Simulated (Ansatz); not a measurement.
```xyz
7

N     0.925   -1.931    1.699
C     0.915   -1.032    0.975
O     0.935   -0.034    0.177
Si   -0.444    0.619   -0.568
H     0.100    1.721   -1.382
H    -1.071   -0.438   -1.390
H    -1.361    1.095    0.490
```

Charge 0, multiplicity 1.

(1) List the PBE/def2-TZVPP orbital energies in eV (Ansatz 0.2.0). (Best estimate.)

Answers

(1) The calculation gave: Occupied: -1781.38, -512.84, -380.20, -271.25, -139.06, -95.87, -95.75, -95.74, -28.30, -22.40, -16.75, -13.25, -11.91, -11.82, -9.41, -9.34, -8.56, -7.68, -7.37. Lowest empty: -1.88, -0.23, -0.18, 0.09, 1.03, 1.15, 1.32, 2.82.
